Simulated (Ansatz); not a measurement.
CH6OSSn, SMILES `C[O][SnH2][SH]`, relaxed with RKS PBE-D4/def2-SVP in Ansatz 0.2.0 from a rough embedded geometry. The force threshold is 0.03 eV/Å; the program also tests the step.

Charge 0, multiplicity 1. Sn: def2 effective core potential.

Start:

```xyz
10

C     0.532    0.378    1.331
O     1.293    0.433    0.184
Sn    0.015    0.214   -1.292
S    -0.832   -2.114   -1.400
H    -0.166    1.201    1.428
H     0.060   -0.592    1.526
H     1.249    0.512    2.227
H     0.715    0.615   -2.807
H    -1.419    1.302   -1.030
H    -1.447   -1.949   -0.167
```

Question: By how much does the energy fall, and how many steps does the optimiser take? (Best estimate.)

Answer: Computed: 36.75 kJ/mol, in 13 steps, 3 of them rejected.

Question: Which bonds change most? (Estimate.)

Answer: Ansatz gave: Sn3–H9 from 1.818 to 1.734 Å; O2–Sn3 from 1.964 to 2.015 Å; C1–H7 from 1.155 to 1.112 Å; C1–H5 from 1.083 to 1.119 Å.

Question: Give the relaxed structure. (An estimate is asked.)

Answer: The calculation gave: 
```xyz
10

C     0.651    0.403    1.475
O     1.092    0.682    0.164
Sn   -0.108    0.227   -1.390
S    -0.750   -2.129   -1.243
H    -0.247    0.997    1.777
H     0.408   -0.676    1.635
H     1.469    0.666    2.181
H     0.912    0.465   -2.750
H    -1.538    1.202   -1.295
H    -1.889   -1.837   -0.554
```
